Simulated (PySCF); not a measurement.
Gas-phase reaction: GaNH₂ ⇌ GaH + H + N

Energies from PySCF, thermal terms from the rigid-rotor harmonic-oscillator model, ideal gas at 1 bar. † marks an energy on the PBE0/def2-TZVP geometry and frequencies; other levels use their own. MP2 freezes the core. Open shells (unrestricted): H (multiplicity 2), N (multiplicity 4); the rest are closed-shell singlets. Ga: all electrons, no relativistic terms. GaNH₂, GaH: computed as isolated molecules; such fragments, hydroxides, amides, oligomers or adducts are transient or little studied in the gas. MP2 isn't extrapolated to the basis-set limit; its ΔH°(298 K) is 747.9 kJ in def2-SVP and 803.9 kJ in def2-TZVPP. The harmonic model lacks anharmonicity and excited electronic states, which grow with temperature; levels with a mode under 35 cm⁻¹ are left out.

```csv
level,"ΔE electronic, kJ","ΔH°(298 K), kJ","ΔS°(298 K), J/K","ΔG°(1400 K), kJ"
BLYP/def2-TZVP†,859,817,216,497
HF/def2-TZVP†,519,477,216,158
MP2/def2-TZVPP†,846,804,216,484
PBE/def2-SVP,877,837,216,519
PBE/def2-TZVP†,880,838,216,518
PBE0/def2-SVP†,841,799,216,479
ωB97X-V/def2-TZVP†,851,809,216,489
```
ΔH° is lowest at HF/def2-TZVP† and highest at PBE/def2-TZVP†. No reference value is set beside these.
